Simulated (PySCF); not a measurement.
## Pb(2+): excitation energy

Pb(2+) [Xe] 4f14 5d10 6s2 (1S) → Pb(2+) [Xe] 4f14 5d10 6s1 7s1 (3S), as a difference of total energies. All numbers are calculated (PySCF 2.14, scalar relativity by spin-free X2C-1e, in aug-cc-pwCVTZ-DK3). Correlated levels: valence: [Xe] 4f14 5d10 frozen. The calculations carry no spin-orbit coupling.

| method | excitation energy (eV) |
| --- | --- |
| UHF | 16.884 |
| MP2 (valence) | 17.373 |
| SCS-MP2 (valence) | 17.557 |
| CCSD (valence) | 17.489 |

Question: How much does correlation contribute at MP2 (valence)?

Answer: 17.373 − (16.884) = 0.489 eV, measured against UHF.

The promoted electron is Rydberg-like, and one or two diffuse shells describe it only roughly, which tends to raise the upper state.

With two correlated electrons CCSD is exact in that space.
